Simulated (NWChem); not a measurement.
System: CH3Zn cation; SMILES [CH3][Zn+]

Input file for NWChem:

```
start job
memory heap 200 mb stack 900 mb global 1100 mb
charge 1
geometry units angstroms noautoz
  Zn     0.000000     0.000000    -0.461010
  C      0.000000     0.000000     1.508373
  H      0.749202     0.749202     1.798350
  H      0.274227    -1.023429     1.798350
  H     -1.023429     0.274227     1.798350
end
basis spherical
  Zn library 6-31g*
  C library 6-31g*
  H library 6-31g*
end
dft
  xc b3lyp
  iterations 150
  mulliken
end
task dft energy
```

The geometry was optimised at PBE0/def2-SVP. B3LYP is NWChem's, with the RPA form of VWN correlation.

Q: What results follow from this input? (B3LYP/6-31G* (spherical d).) Quantities: energy (Ha); highest occupied level (eV); orbital gap (eV).

A: 
```yaml
energy (Ha): -1818.71
highest occupied level (eV): -14.45
orbital gap (eV): 5.03
```
